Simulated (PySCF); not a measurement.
CH₂F, SMILES F[CH2] (connectivity only; charge and spin as stated), charge +1, multiplicity 1. Geometry: PBE0-D3(BJ)/def2-TZVPD. The spin state was assumed, not searched. The isomer is the one that the SMILES or the coordinates give; other isomers of the formula were not compared.

Calculation: PBE0-D3(BJ)/def2-TZVPD in PySCF.

Harmonic wavenumbers (cm⁻¹): 1245, 1288, 1450, 1619, 3043, 3207. Rotational constants (GHz): 262.7, 36.06, 31.71; symmetry number 2.

Question: Work out the zero-point energy and the ideal-gas rigid-rotor harmonic-oscillator thermochemistry at 298.15 K and 1 atm.

Answer: ZPE = ½ Σ hcν = ½ × 11853 cm⁻¹ = 70.90 kJ/mol. H − E(el) = 80.91 kJ/mol. Entropy in J/(mol K): translation 152.36, rotation 67.97, vibration 0.35, total 220.68. G − E(el) = 15.11 kJ/mol. Cp = 35.22 J/(mol K).
